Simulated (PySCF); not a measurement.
**`InChI=1S/C2H5BNS/c5-2-1-3-4-2/h1,3H2,(H,4,5)/q-1`, charge -1**

Molfile (atoms numbered from 1):
```
C2H5BNS
     RDKit          3D

 10 10  0  0  0  0  0  0  0  0999 V2000
    2.4749    0.0438    0.0348 S   0  0  0  0  0  0  0  0  0  0  0  0
    0.7992   -0.0289    0.0319 C   0  0  0  0  0  0  0  0  0  0  0  0
   -0.1973   -1.1028   -0.3688 C   0  0  0  0  0  0  0  0  0  0  0  0
   -1.3623    0.0019    0.0750 B   0  0  0  0  0  0  0  0  0  0  0  0
   -0.0887    0.8829    0.3981 N   0  0  0  0  0  0  0  0  0  0  0  0
   -0.0955   -1.3773   -1.4323 H   0  0  0  0  0  0  0  0  0  0  0  0
   -0.0717   -2.0191    0.2323 H   0  0  0  0  0  0  0  0  0  0  0  0
   -2.0698    0.4639   -0.8353 H   0  0  0  0  0  0  0  0  0  0  0  0
   -2.0435   -0.2751    1.0758 H   0  0  0  0  0  0  0  0  0  0  0  0
    0.1869    1.7958    0.7473 H   0  0  0  0  0  0  0  0  0  0  0  0
  1  2  2  0
  2  3  1  0
  3  4  1  0
  4  5  1  0
  5  2  1  0
  3  6  1  0
  3  7  1  0
  4  8  1  0
  4  9  1  0
  5 10  1  0
M  CHG  1   4  -1
M  END
```

Method used: GIAO B3LYP/pcseg-1 magnetisability, rotational g tensor and spin-rotation constants, non-relativistic, gas phase in PySCF 2.14.0. Geometry: PBE0-D3(BJ)/def2-SVP.

For an ion the centre-of-mass motion in the field is neglected.

Give the nuclear spin-rotation constants along the inertial axes (H = +C I·J) beside the isotropic shieldings.

Rotational constants 11.6738, 2.7110, 2.2737 GHz. A star marks the isotopologue with that one atom substituted, in its own axes.
| atom | isotope | Caa (kHz) | Cbb (kHz) | Ccc (kHz) | mean (kHz) | σ (ppm) |
| --- | --- | --- | --- | --- | --- | --- |
| B4 | 11B | 2.143 | 0.411 | 0.359 | 0.971 | 122.5 |
| N5 | 14N | 1.652 | 0.415 | 0.162 | 0.743 | 52.2 |
| H6 | 1H | -1.231 | -0.079 | -0.013 | -0.441 | 30.4 |
| H7 | 1H | -1.231 | -0.080 | -0.013 | -0.441 | 30.4 |
| H8 | 1H | -0.288 | -0.190 | 0.023 | -0.151 | 28.9 |
| H9 | 1H | -0.285 | -0.190 | 0.022 | -0.151 | 28.9 |
| H10 | 1H | -0.835 | 0.299 | -0.269 | -0.268 | 25.4 |
| S1 | 33S* | 3.040 | 1.098 | 0.605 | 1.581 | 384.6 |
| C2 | 13C* | 5.523 | 1.784 | 0.488 | 2.599 | -29.3 |
| C3 | 13C* | 1.602 | 0.543 | 0.390 | 0.845 | 153.1 |

For the geometry as given, no vibrational averaging.
